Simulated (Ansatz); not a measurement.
Input and output for CH3IOZn (`O[CH2][Zn][I]`).

```yaml
crystal:
  periodic: [false, false, false]
  atoms:
    - {symbol: O, position_ang: [0.168028, 1.146222, -1.110957]}
    - {symbol: C, position_ang: [0.525311, 0.502181, 0.102516]}
    - {symbol: Zn, position_ang: [-0.387261, -1.230139, 0.380158]}
    - {symbol: I, position_ang: [-1.562247, -3.352687, 0.654591]}
    - {symbol: H, position_ang: [-0.727260, 1.480880, -1.031283]}
    - {symbol: H, position_ang: [0.387937, 1.158953, 0.969578]}
    - {symbol: H, position_ang: [1.595491, 0.294589, 0.035397]}
basis:
  gaussian: {orbitals: def2-TZVP, fitting: {mean_field: cc-pVTZ-jkfit}, point_charges: [{charge: 1.00, position_ang: [6.371, 0.066, -0.998]}]}
hamiltonian: {xc: {name: rPW86-PBE}, dispersion: d4, pseudopotentials: {relativity: none}}
accuracy: high
```

```sh
$ ansatz run in.yaml --threads 4 --pin off --events-out ev --progress --plain --max-ram 10444MiB
```

Output, abridged:

```
Functional definition: rPW86-PBE
  name "rPW86-PBE"
  cite "Murray, Lee & Langreth, J. Chem. Theory Comput. 5, 2754 (2009) doi:10.1021/ct900365q"
  cite "Perdew, Burke & Ernzerhof, Phys. Rev. Lett. 77, 3865 (1996) doi:10.1103/PhysRevLett.77.3865"
  parent pbe
  exchange = rpw86_x
  correlation = pbe_c
Error: <dir> the basis set cc-pVTZ-JKFIT has no functions for Zn
```
